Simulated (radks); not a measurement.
Species: the cobalt ion Co3+. Configuration: [Ar] 3d6. Calculated with a radial shooting solver on a logarithmic mesh with Libxc functionals: non-relativistic Kohn-Sham, Slater X-alpha with alpha = 0.563, spin-unpolarised, spherical densities, point nucleus. Some entries of the table are withheld. Estimate them.

orbital,occ.,eigenvalue (hartree),<r^2> (bohr^2)
1s,2,(1),(2)
2s,2,-33.41129,0.07981
2p,6,-29.15564,(3)
3s,2,-4.86610,0.7082
3p,6,-3.60141,(4)
3d,6,(5),1.178

Answer. 
(1) 1s eigenvalue (hartree): -275.7188
(2) 1s <r^2> (bohr^2): 0.004368
(3) 2p <r^2> (bohr^2): 0.06348
(4) 3p <r^2> (bohr^2): 0.7855
(5) 3d eigenvalue (hartree): -1.52103
